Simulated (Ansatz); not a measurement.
Ansatz (a program for electronic structure) input (B3LYP-D3(BJ)/def2-TZVP):

Ansatz 0.2 input:
```yaml
crystal:
  periodic: [false, false, false]
  atoms:
    - {symbol: C, position_ang: [0.02072425, -0.01282357, 0.47166897]}
    - {symbol: F, position_ang: [1.09279939, -0.71827251, -0.16617568]}
    - {symbol: F, position_ang: [0.11038396, 1.26226584, -0.17566899]}
    - {symbol: F, position_ang: [-1.11362469, -0.57949321, -0.19578059]}
basis:
  gaussian:
    orbitals: def2-TZVP
hamiltonian:
  xc: b3lyp
  dispersion: d3bj
total_charge: -1
relax: {f_tol: 0.002, max_steps: 150}
```

End of the output:

```
reference -9191.24671670 eV, -337.7720867881 hartree; 17, 17 occupied and 107, 107 virtual orbitals, 648 factors
relax step   5: F+E_penalty+E_count = -9191.30229076 eV  Δ(F+E_penalty+E_count) = -5.095e-5 eV  max|allowed force component| = 3.256e-4 eV/Å  Δτ_max = 0.0011 Å  (31 SCF iters, accepted)
integrals: 0.03 GiB planned
648 factors; their error is unknown
mean field: 0.33 GiB planned
mean field evaluation 64: about -9191.2466 eV, gradient 2.8e-5 eV
mean field -9191.24656691 eV, -337.7720812831 hartree, gradient 1.8e-5 eV, S^2 0.000000; 1 other end points of the search recorded, 0 dependent functions left out
the calculation of the forces begins
reference -9191.24671670 eV, -337.7720867881 hartree; 17, 17 occupied and 107, 107 virtual orbitals, 648 factors
Total energy: -9191.30244056 eV, -337.7741346020 hartree
Atom 0 at     0.020650    -0.013025     0.492182 Å, force     0.000158    -0.000289     0.000138 eV/Å
Atom 1 at     1.086164    -0.713838    -0.173001 Å, force    -0.000033     0.000023     0.000059 eV/Å
Atom 2 at     0.109667     1.254097    -0.182587 Å, force     0.000014     0.000326    -0.000144 eV/Å
Atom 3 at    -1.106198    -0.575558    -0.202550 Å, force    -0.000139    -0.000059    -0.000053 eV/Å
Dipole moment:     0.003819     0.000556    -0.281871 e Å
```
